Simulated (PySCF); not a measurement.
Cd(Et) (C2H5Cd), SMILES [Cd+][CH2]C, charge +1.

The structure is a stationary point at B3LYP-D3(BJ)/def2-TZVP. The spin state was assumed, not searched. The isomer is the one that the SMILES or the coordinates give; other isomers of the formula were not compared. The def2 effective core potentials stand for the cores of Cd; spin–orbit coupling is left out.

Two levels are set side by side: TDDFT-PBE/def2-SVPD (PySCF) and TDDFT-ωB97X/def2-SVPD (PySCF). Vertical, same geometry. The lowest singlet is HOMO→LUMO 99 % with PBE and HOMO→LUMO 100 % with the other functional; states are paired by order. Differences are taken from unrounded values.

```
quantity                               TDDFT-ωB97X  TDDFT-PBE  TDDFT-PBE minus TDDFT-ωB97X
-------------------------------------  -----------  ---------  ---------------------------
lowest singlet excitation (eV)                4.21       4.33                         0.12
lowest triplet excitation (TDA) (eV)          1.93       2.20                         0.26
first bright state (f over 0.05) (eV)         4.21       4.33                         0.12
its oscillator strength                       0.56       0.49                        -0.07
```

Rough cost on one machine, each run with all the roots and properties that it gave: TDDFT-ωB97X against TDDFT-PBE about 4 times.
